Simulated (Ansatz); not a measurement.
Program: Ansatz. Geometries: PBE0-D4/def2-TZVP. ΔE: electronic, gas phase. CCSD(T)/CBS adds triple-zeta CCSD(T) − MP2 to the extrapolated MP2 energy (def2 sets, frozen cores). DFT in def2-TZVPP. B3LYP here is the variant with VWN-RPA as its local correlation; programs differ in this. HSE06 is defined as in plane-wave codes. Each species was taken in one conformer, which may not be the lowest.

Consider the ligand exchange at the Si–C bond: `C[SiH](Cl)C#C[Si](F)(F)Cl` + silanol → `F[Si](F)(Cl)O[SiH3]` + `C#C[SiH](C)Cl`.

`C[SiH](Cl)C#C[Si](F)(F)Cl`:

```xyz
13

C    -2.293   -0.492    1.194
Si   -0.535   -1.054    1.325
Cl   -0.387   -3.052    0.884
C     0.504   -0.146    0.119
C     1.177    0.474   -0.677
Si    2.159    1.373   -1.885
F     1.943    2.922   -1.703
F     3.690    1.081   -1.665
Cl    1.659    0.860   -3.766
H    -2.919   -1.036    1.903
H    -2.362    0.577    1.415
H    -2.676   -0.664    0.186
H     0.040   -0.842    2.671
```

`O[SiH3]`:

Z-matrix (Å, degrees):
```
Si
O 1 1.648
H 1 1.489 2 111.7
H 1 1.489 2 111.7 3 120.9
H 1 1.481 2 105.9 3 -119.6
H 2 0.957 1 117.9 3 -60.5
```

`F[Si](F)(Cl)O[SiH3]`:

```xyz
9

F    -1.255    1.668   -1.305
Si    0.182    1.065   -1.086
F     0.542    0.252   -2.385
Cl    1.496    2.573   -0.877
O     0.201    0.118    0.187
Si   -0.207   -1.148    1.155
H     0.608   -1.051    2.388
H     0.082   -2.415    0.443
H    -1.650   -1.063    1.482
```

`C#C[SiH](C)Cl`:

Cartesian coordinates in Å:
```
C 0.503 2.566 0.142
C 0.352 1.391 0.368
Si 0.093 -0.383 0.688
C -0.568 -1.231 -0.820
Cl 1.901 -1.214 1.211
H 0.641 3.605 -0.054
H -0.807 -0.528 1.854
H -0.710 -2.296 -0.628
H 0.124 -1.116 -1.657
H -1.529 -0.794 -1.103
```

```csv
level,ΔE (kcal/mol),difference from CCSD(T)/CBS
LDA (SPW92),-20.5,2.7
PBE-D4,-19.0,4.2
revPBE-D4,-18.7,4.5
BLYP-D4,-21.2,2.0
r2SCAN-D4,-22.1,1.1
B97M-V,-22.3,0.9
PBE0-D4,-21.3,1.9
B3LYP-D4,-23.0,0.2
r2SCANh-D4,-22.7,0.5
r2SCAN0-D4,-23.6,-0.4
HSE06-D4,-21.2,2.0
CAM-B3LYP-D4,-24.5,-1.3
ωB97M-V,-23.2,0.0
B2PLYP,-22.9,0.3
PBE-QIDH,-22.7,0.5
PBE,-18.9,4.3
revPBE,-18.3,4.9
r2SCAN,-22.2,1.0
PBE0,-21.2,2.0
B3LYP,-22.7,0.5
r2SCANh,-22.8,0.4
r2SCAN0,-23.6,-0.4
HSE06,-21.1,2.1
BHLYP,-25.4,-2.2
LC-ωPBE,-23.1,0.1
RPA@PBE/def2-TZVPP,-22.2,1.0
HF/def2-SVP,-26.7,-3.5
MP2/def2-SVP,-21.7,1.5
CCSD(T)/def2-SVP,-22.1,1.1
HF/def2-TZVPP,-28.3,-5.1
MP2/def2-TZVPP,-22.2,1.0
SCS-MP2/def2-TZVPP,-22.9,0.3
CCSD/def2-TZVPP,-24.1,-0.9
CCSD(T)/def2-TZVPP,-23.0,0.2
HF/def2-QZVPP,-28.8,-5.6
MP2/def2-QZVPP,-22.6,0.6
SCS-MP2/def2-QZVPP,-23.3,-0.1
HF/CBS(def2),-28.9,-5.7
MP2/CBS(def2),-22.5,0.7
CCSD/CBS(def2),-24.4,-1.2
CCSD(T)/CBS,-23.2,0
```

Largest T1 diagnostic among the species: 0.011.

From PBE to PBE0 (25 % exact exchange), in def2-TZVPP and without D4, ΔE moves by −2.3 kcal/mol. Leaving LDA and LC-ωPBE aside and taking each functional with its dispersion term where it has one, the values, not all of them listed here, spread over 7.0 kcal/mol, from BHLYP-D4 to revPBE-D4. LDA lies −1.6 kcal/mol from PBE without D4.
